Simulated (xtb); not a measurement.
Pb(NH2)(SiH3) (H5NPbSi), SMILES [NH2][Pb][SiH3] (connectivity only; charge and spin as stated), neutral, multiplicity 1. All values are semi-empirical tight-binding results from xtb (GFN2-xTB unless named), good for trends rather than for accurate numbers. Geometry optimised at GFN2-xTB. The values are those of a single conformer.

For metal compounds this method's bond lengths and energies can be far off.

Task: Estimate the properties. (An estimate is asked for; the answer gives what the named calculation found.)

Result: 
```
Quantity                                      Result
-------------------------------------  -------------
orbital gap                                  2.14 eV
zero-point energy                      29.9 kcal/mol
G − E(el) at 298.15 K (modified RRHO)   9.4 kcal/mol
```
